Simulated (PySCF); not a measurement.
C4H7FO, SMILES F/C=C\OCC. Heavy atoms are numbered as in [CH3:1][CH2:2][O:3]/[CH:4]=[CH:5]\[F:6]. Hydrogens are named by the atom that carries them.

Coordinates come from a B3LYP-D3(BJ)/def2-SVP optimisation. The structure was generated by enumeration; whether it is a known compound was not checked. The values are those of a single conformer.

Level of theory: PBE/pcSseg-1 (PySCF).

GIAO shieldings, no solvent; atoms alike by connectivity are averaged. δ = σ(ref) − σ: ¹³C against TMS (σ = 182.0 ppm); ¹⁷O against H2O (σ = 334.3 ppm); ¹⁹F against CFCl3 (σ = 133.6 ppm); ¹H against TMS (σ = 31.49 ppm), references at their B3LYP-D3(BJ)/def2-TZVP geometries, non-relativistic.

Computed chemical shifts:
```json
[
 {"nucleus": "¹³C", "atoms": "C5 (CH)", "count": "1", "δ (ppm)": "140.6"},
 {"nucleus": "¹³C", "atoms": "C4 (CH)", "count": "1", "δ (ppm)": "135.7"},
 {"nucleus": "¹³C", "atoms": "C2 (CH2)", "count": "1", "δ (ppm)": "73.3"},
 {"nucleus": "¹³C", "atoms": "C1 (CH3)", "count": "1", "δ (ppm)": "19.8"},
 {"nucleus": "¹⁷O", "atoms": "O3", "count": "1", "δ (ppm)": "141.4"},
 {"nucleus": "¹⁹F", "atoms": "F6", "count": "1", "δ (ppm)": "-200.0"},
 {"nucleus": "¹H", "atoms": "H on C5", "count": "1", "δ (ppm)": "6.47"},
 {"nucleus": "¹H", "atoms": "H on C4", "count": "1", "δ (ppm)": "5.59"},
 {"nucleus": "¹H", "atoms": "H on C2", "count": "2", "δ (ppm)": "4.58"},
 {"nucleus": "¹H", "atoms": "H on C1", "count": "3", "δ (ppm)": "1.55"}
]
```
